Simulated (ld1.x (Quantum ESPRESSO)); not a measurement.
Building the ultrasoft potential for Tc (PBE, scalar-relativistic).

technetium, ultrasoft, made with ld1.x (Quantum ESPRESSO) 7.5 (PBE, scalar-relativistic). Core [Ar] 3d10 4s2, reference 4p6 4d5 5s2 5p0. Waves: 5s (bound): rcut 1.55, rcutus 2.05 bohr; 5s channel at 0.05 Ry: rcut 1.55, rcutus 2.05 bohr; 4p (bound): rcut 0.35, rcutus 0.50 bohr; 5p (bound, empty): rcut 0.35, rcutus 0.50 bohr; 4d (bound): rcut 1.65, rcutus 2.00 bohr; 4d channel at 1.25 Ry: rcut 1.65, rcutus 2.00 bohr. Local part: all-electron potential smoothed inside 0.40 bohr (lloc = -1). Core correction: a·sin(br)/r model core inside 0.35 bohr. Augmentation charge: PSQ, radius 0.30 bohr.

All-electron outer shells of the reference configuration (PBE, scalar-relativistic, ld1.x):

```
shell  level (eV)  outermost node (bohr)  outermost maximum (bohr)
   3d     -249.88                      –                      0.31
   4s      -73.38                   0.50                      0.95
   4p      -45.34                   0.51                      1.03
   4d       -6.66                   0.50                      1.27
   5s       -5.04                   1.28                      2.72
   5p       -1.40                   1.45                      3.67
```

Question: Does this generation succeed?

Answer: No. ld1.x (Quantum ESPRESSO) 7.5 stopped with "compute_chi: chi too large beyond r_c": the function χ = (ε − T − V_loc)φ does not vanish beyond the cutoff radius. The 4p radius of 0.50 bohr lies inside the outermost node of the all-electron wave at 0.51 bohr.
